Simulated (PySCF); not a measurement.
C2H3F2, SMILES C([CH2])(F)F, multiplicity 2.

The structure is a stationary point at B3LYP-D3(BJ)/def2-SVP. The isomer is the one that the SMILES or the coordinates give; other isomers of the formula were not compared.

Level of theory: PySCF 2.14.0 with TDA-PBE0/def2-SVPD.

Vertical excitations. The molecule is in vacuum.

```csv
state,energy (eV),λ (nm),f,main pairs
root 1,5.36,231,0.000,β HOMO→LUMO 97 %
root 2,6.60,188,0.000,"β HOMO−1→LUMO 47 %, β HOMO−2→LUMO 23 %, β HOMO−4→LUMO 18 %, β HOMO−3→LUMO 8 %"
root 3,6.93,179,0.023,α HOMO→LUMO 93 %
root 4,7.39,168,0.006,"β HOMO−2→LUMO 71 %, β HOMO−1→LUMO 25 %"
root 5,7.58,163,0.003,"α HOMO→LUMO+1 66 %, β HOMO−1→LUMO 9 %, β HOMO−3→LUMO 8 %, β HOMO−4→LUMO 7 %"
root 6,7.70,161,0.004,"α HOMO→LUMO+1 26 %, β HOMO−3→LUMO 30 %, β HOMO−4→LUMO 24 %, β HOMO−1→LUMO 15 %"
root 7,8.05,154,0.005,"β HOMO−3→LUMO 49 %, β HOMO−4→LUMO 46 %"
root 8,8.51,146,0.023,"α HOMO→LUMO+3 38 %, α HOMO→LUMO+2 34 %, α HOMO→LUMO+4 23 %"
root 9,8.70,142,0.007,"α HOMO→LUMO+2 60 %, α HOMO→LUMO+3 17 %, α HOMO→LUMO+4 17 %"
root 10,9.06,137,0.030,"α HOMO→LUMO+4 53 %, α HOMO→LUMO+3 37 %"
```
Unrestricted roots are not spin-pure.
